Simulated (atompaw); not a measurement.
## Before and after: PAW (atompaw) potential for Cr

atompaw 4.2.0.5 input, output lines left out:

```
Cr 24
GGA-PBE loggrid 1500 logderivrange -2 5 176
4 4 3 0 0 0
4 0 0
4 1 1
3 2 5
0 0 0
c
c
c
v
c
c
v
v
2
3.00 2.90 2.10 1.95
y
1.1
n
y
1.65
n
y
2.45
n
custom polynom2 7 10 vanderbiltortho gaussian
bessel
2.40
3.00
3.00
3.00
1.95
1.95
```

Change: local potential bessel scheme, radius 2.88 bohr.

Cutoffs: the cutoffs (Ry, on a coarse ladder) from which the occupation-weighted sum of valence levels, in a spherical-Bessel basis at the reference potential, stays within 10 and 1 mRy of its value at 400 Ry; they do not see the model core or the augmentation charge, which bear on the density cutoff.

Problem. What does the change do?

Solution. The potential gets neither clearly harder nor softer (21 Ry and 30 Ry → 21 Ry and 30 Ry); the range in which the d phases agree narrows (upper end 4.9 → 0.8); neither file shows a bound ghost.

```tsv
quantity	base	changed
cutoff, loose	21 Ry	21 Ry
cutoff, tight	30 Ry	30 Ry
bound ghosts	none	none
s: phases at 3.01 bohr within 0.05 rad from the reference energy up to (Ry; the scan ends near 5)	2.5	2.5
p: phases at 3.01 bohr within 0.05 rad from the reference energy up to (Ry; the scan ends near 5)	3.6	3.8
d: phases at 3.01 bohr within 0.05 rad from the reference energy up to (Ry; the scan ends near 5)	4.9	0.8
lowest overlap eigenvalue by channel	s 0.91, p 0.91, d 0.92	s 0.89, p 0.91, d 0.97
```

 The cutoffs see the waves, projectors and local potential, not the compensation charge or the core.
